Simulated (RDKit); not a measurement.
RDKit input (UFF):

```python
from rdkit import Chem
from rdkit.Chem import AllChem, rdDetermineBonds

mol = Chem.MolFromXYZFile('mol.xyz')
rdDetermineBonds.DetermineBonds(mol, charge=-1)
print('SMILES', Chem.MolToSmiles(Chem.RemoveHs(mol)))
ff = AllChem.UFFGetMoleculeForceField(mol)
e0 = ff.CalcEnergy()
flag = ff.Minimize(maxIts=5000, forceTol=1e-5)
print(f'energy {e0:.4f} -> {ff.CalcEnergy():.4f} kcal/mol, converged: {flag == 0}')
print(Chem.MolToXYZBlock(mol))
```
mol.xyz:
```
7

F      1.98168600    -1.34344800    -0.19603700
Si     1.52121200     0.19571100     0.35932800
Si    -0.77097500     0.09744600    -0.31739100
F     -1.46747100     1.58078900    -0.27580900
F     -1.74038400    -0.75478700     0.69461900
H      1.77210800     0.99278300    -0.94350200
H     -1.23989400    -0.43996800    -1.64857200
```

Output:

```
[05:28:53] UFFTYPER: Unrecognized charge state for atom: 1
SMILES F[SiH-][SiH](F)F
energy 18.9839 -> -0.1492 kcal/mol, converged: True
7

F      1.943366   -1.394216   -0.098499
Si     1.321484    0.167242    0.036423
Si    -0.884733    0.119876   -0.308451
F     -1.507769    1.681090   -0.175589
F     -1.611834   -0.875978    0.841693
H      1.953512    1.035190   -0.968205
H     -1.157744   -0.404678   -1.654735
```

The dipole moment of an ion depends on the origin.

The geometry given is a B3LYP-D3(BJ)/def2-TZVP minimum.
